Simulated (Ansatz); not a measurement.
Ansatz (a first-principles code) input for SSi, SMILES [Si]=S (connectivity only; charge and spin as stated), charge -1, multiplicity 2, PBE/def2-TZVPD. The structure is a stationary point at PBE0-D3(BJ)/def2-TZVPD. The spin state was assumed, not searched.

Ansatz 0.2 input:
```yaml
crystal:
  periodic: [false, false, false]
  atoms:
    - {symbol: Si, position_ang: [0.00000000, 0.00000000, -1.08251670]}
    - {symbol: S, position_ang: [0.00000000, 0.00000000, 0.94720211]}
basis:
  gaussian:
    orbitals: def2-TZVPD
hamiltonian:
  xc: {name: PBE}
total_charge: -1
magnetization: {spin_polarized: true, initial_magnetization: 1}
```

Log of the run:

```
WARN ansatz: RAYON_NUM_THREADS=1 ignored (pool sized by the plan → 1); use --threads N
Functional definition: PBE
integrals: 0.02 GiB planned
568 factors; their error is unknown
mean field: 0.23 GiB planned
mean field evaluation 1: about -18704.3044 eV, gradient 1.4e1 eV
mean field evaluation 2: about -18698.7225 eV, gradient 3.2e1 eV
mean field evaluation 4: about -18705.6408 eV, gradient 1.6e0 eV
mean field evaluation 8: about -18705.6561 eV, gradient 2.7e-2 eV
mean field evaluation 16: about -18705.6512 eV, gradient 4.4e-5 eV
mean field evaluation 32: about -18705.6507 eV, gradient 1.1e-1 eV
mean field -18705.65116209 eV, -687.4200010612 hartree, gradient 4.3e-5 eV, S^2 0.754656; 4 other end points of the search recorded, 0 dependent functions left out
reference -18705.65119457 eV, -687.4200022547 hartree; 16, 15 occupied and 73, 74 virtual orbitals, 568 factors
Total energy: -18705.65119457 eV, -687.4200022547 hartree
```

The run converged.

Cost: roughly 3 core-seconds.
